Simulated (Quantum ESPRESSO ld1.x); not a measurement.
ld1.x (Quantum ESPRESSO 7.5) input

```
 &input
    zed=65.0,
    iswitch=1,
    rel=2,
    dft='BP',
    config='[Kr] 4d10 4f9 5p6 6s2 5d2',
    rel_dist='energy',
    verbosity='high',
    lsmall=.true.,
    prefix='ld1',
    max_out_wfc=37,
    file_charge='ld1.rho',
 /
```

It prints (banner and zero overlaps left out):

```
     Program LD1 v.7.5 starts

 classical turning point too close to mesh           4           3           3
 classical turning point too close to mesh           4           3          -4
 classical turning point too close to mesh           5           2           2
 classical turning point too close to mesh           5           2          -3
     --------------------------- All-electron run ----------------------------

     dirac relativistic calculation

     atomic number is 65.00
     dft =BP   lsd =0 sic =0 latt =0  beta=0.20 tr2=1.0E-14
     Exchange-correlation= BP
                           (   1   1   1   1   0   0   0)
     mesh =2099 r(mesh) = 100.44524 a.u. xmin = -8.00 dx = 0.00800
     1 Ry =  13.60569312 eV, c = 137.03599908

     n l j   nl                  e(Ry)          e(Ha)          e(eV)
     Spin orbit split results
     1 0 0.5 1S 1( 2.00)   -3808.825400485   -1904.412700242 -51821.7095581
     2 0 0.5 2S 1( 2.00)    -631.462139465    -315.731069732  -8591.4800883
     2 1 0.5 2P 1( 2.00)    -600.089837314    -300.044918657  -8164.6381727
     2 1 1.5 2P 1( 4.00)    -545.186381951    -272.593190975  -7417.6386077
     3 0 0.5 3S 1( 2.00)    -140.421607054     -70.210803527  -1910.5332934
     3 1 0.5 3P 1( 2.00)    -126.783671983     -63.391835992  -1724.9797340
     3 1 1.5 3P 1( 4.00)    -115.449845677     -57.724922838  -1570.7751714
     4 0 0.5 4S 1( 2.00)     -28.226841799     -14.113420899   -384.0457473
     4 1 0.5 4P 1( 2.00)     -22.886345599     -11.443172799   -311.3845949
     4 1 1.5 4P 1( 4.00)     -20.368433614     -10.184216807   -277.1266572
     3 2 1.5 3D 1( 4.00)     -91.964208780     -45.982104390  -1251.2368030
     3 2 2.5 3D 1( 6.00)     -89.491607950     -44.745803975  -1217.5953548
     4 2 1.5 4D 1( 4.00)     -11.577043839      -5.788521920   -157.5137058
     4 2 2.5 4D 1( 6.00)     -11.122567970      -5.561283985   -151.3302465
     4 3 2.5 4F 1( 6.00)      -0.749230090      -0.374615045    -10.1937947
     4 3 3.5 4F 1( 3.00)      -0.689381828      -0.344690914     -9.3795176
     5 1 0.5 5P 1( 2.00)      -2.439103823      -1.219551911    -33.1856981
     5 1 1.5 5P 1( 4.00)      -2.090467100      -1.045233550    -28.4422539
     6 0 0.5 6S 1( 2.00)      -0.337999210      -0.168999605     -4.5987135
     5 2 1.5 5D 1( 2.00)      -0.273144745      -0.136572372     -3.7163236
     5 2 2.5 5D 1( 0.00)      -0.248481559      -0.124240779     -3.3807638
     Averaged results
     1 0     1S 1( 2.00)   -3808.825400485   -1904.412700242 -51821.7095581
     2 0     2S 1( 2.00)    -631.462139465    -315.731069732  -8591.4800883
     2 1     2P 1( 6.00)    -563.487533739    -281.743766869  -7666.6384627
     3 0     3S 1( 2.00)    -140.421607054     -70.210803527  -1910.5332934
     3 1     3P 1( 6.00)    -119.227787779     -59.613893889  -1622.1766923
     4 0     4S 1( 2.00)     -28.226841799     -14.113420899   -384.0457473
     4 1     4P 1( 6.00)     -21.207737609     -10.603868805   -288.5459697
     3 2     3D 1(10.00)     -90.480648282     -45.240324141  -1231.0519341
     4 2     4D 1(10.00)     -11.304358318      -5.652179159   -153.8036302
     4 3     4F 1( 9.00)      -0.715031084      -0.357515542     -9.7284935
     5 1     5P 1( 6.00)      -2.206679341      -1.103339671    -30.0234019
     6 0     6S 1( 2.00)      -0.337999210      -0.168999605     -4.5987135
     5 2     5D 1( 2.00)      -0.258346833      -0.129173417     -3.5149877

     final scf error:  7.6E-15 reached in  32 iterations

     Etot =  -23434.135296 Ry,  -11717.067648 Ha, -318837.653434 eV

     Ekin =   25631.514592 Ry,   12815.757296 Ha,  348734.521813 eV
     Encl =  -57660.223198 Ry,  -28830.111599 Ha, -784507.302230 eV
     Eh   =    9111.679369 Ry,    4555.839685 Ha,  123970.713330 eV
     Exc  =    -517.106059 Ry,    -258.553029 Ha,   -7035.586347 eV
```

Run on one thread of a shared host, so times are rough (Intel(R) Xeon(R) Processor @ 2.60GHz): 0.9 s of CPU time, 0.94 s wall, 32 iterations on 2099 mesh points.
